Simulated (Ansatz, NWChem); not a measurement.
## SiH3I (SMILES [SiH3]I): methods side by side

SiH3I has 5 atoms, charge 0, and is taken as a singlet. SMILES: `[SiH3]I`. Geometry: relaxed at PBE0-D4/def2-TZVP.

```xyz
5

Si   -0.1656    0.0693   -0.0773
I     1.9077   -0.9233    0.7378
H    -1.1444    0.0890    1.0339
H    -0.6713   -0.7557   -1.1984
H     0.1235    1.4470   -0.5373
```

Quantity: the vertical ionisation energy (to the doublet cation), in eV. The values are calculated.

```csv
level,kind,program,value (eV)
SVWN5/def2-TZVP (core potential),LDA,Ansatz,10.01
M06-L/def2-TZVP (core potential),meta-GGA,NWChem,9.71
r2SCAN/def2-TZVP (core potential),meta-GGA,NWChem,9.94
BHLYP/def2-TZVP (core potential),global hybrid,Ansatz,9.94
PBE0/def2-TZVP (core potential),global hybrid,Ansatz,9.96
wB97X/def2-TZVP (core potential),range-separated hybrid,NWChem,9.99
MP2/def2-TZVP (core potential),perturbation theory,Ansatz,10.10
CCSD/def2-TZVP (core potential),coupled cluster or CI,Ansatz,9.91
FCI/STO-3G,exact in the basis,Ansatz,6.93
```

All-electron rows without a relativistic Hamiltonian named are non-relativistic, while core potentials hold scalar relativity, so basis and relativity change together. Spin-orbit coupling, which can split open shells on such heavy atoms by tenths of an eV, is left out. The values span 6.93 to 10.10 eV. High-level rows in very small sets aren't better than simpler rows in larger ones. In the correlated wave-function rows the outer d shell of I is correlated, in sets not made for it.
